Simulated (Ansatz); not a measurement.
PBE exchange is replaced step by step with exact exchange (0 % is PBE, 25 % PBE0; no dispersion term), basis def2-TZVPD, Ansatz. System: the cluster Li2Sn2⁻. Total charge -1; doublet. Geometry: PBE-D4/def2-TZVPD, each spin state at its own.

Left out: 50 %, where a state is spin-contaminated, unstable or flagged.

Geometry of the doublet:

Cartesian coordinates in Å:
```
Li -2.2933 0.8628 0.0782
Li -0.1652 -0.6318 -1.3502
Sn 2.2887 -0.7489 0.1247
Sn 0.1697 0.5180 1.1472
```

In the def2 sets Sn takes a core potential; there is no spin–orbit coupling. At PBE-D4/def2-TZVPD, PBE with 5 % exact exchange/def2-TZVPD, PBE with 10 % exact exchange/def2-TZVPD the highest occupied level of the charge -1 doublet lies above zero (up to 0.31 eV). By energy differences its removal costs 1.41 eV (vertical, to the charge 0 singlet, at PBE-D4/def2-TZVPD); a positive level beside a positive removal energy at the same level points to self-interaction error. At PBE-D4/def2-TZVPD, PBE with 5 % exact exchange/def2-TZVPD, PBE with 10 % exact exchange/def2-TZVPD, PBE with 15 % exact exchange/def2-TZVPD and others the highest occupied level of the charge -1 quartet lies above zero (up to 0.59 eV). It is a level of α spin, whose loss leaves a triplet; that state wasn't run at this geometry and level. The electron is either unbound and held by the finite basis, or the level is raised by self-interaction error. At PBE0-D4/def2-TZVPD, PBE with 35 % exact exchange/def2-TZVPD the charge -1 doublet is spin-contaminated (final ⟨S²⟩ up to 0.96, 0.75 for a pure state). The structure comes from a short search, and lower isomers may exist.

HOMO and LUMO are taken over both spins.

```csv
exact exchange (%),HOMO (eV),LUMO (eV),gap (eV),⟨S²⟩,quartet − doublet (kJ/mol)
0,0.31,1.00,0.69,0.775,88.2
5,0.20,1.11,0.91,0.784,86.8
10,0.10,1.21,1.11,0.796,85.4
15,-0.01,1.30,1.32,0.813,84.0
25,-0.24,1.50,1.74,0.868,81.6
35,-0.47,1.70,2.17,0.964,79.6
```
